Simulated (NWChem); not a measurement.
Species: CH6GeSi, singlet; SMILES [CH3][Ge][SiH3]

Computed with NWChem. Low-valent species are run as closed-shell singlets; no triplet was tried in these runs. Coordinates come from a PBE-D3(BJ)/def2-SVP optimisation.

Question: What does the run give for PBE/def2-SVP? Quantities: highest occupied level (eV); orbital gap (eV); dipole (D).

Answer: 
```yaml
highest occupied level (eV): -5.27
orbital gap (eV): 1.61
dipole (D): 1.19
```
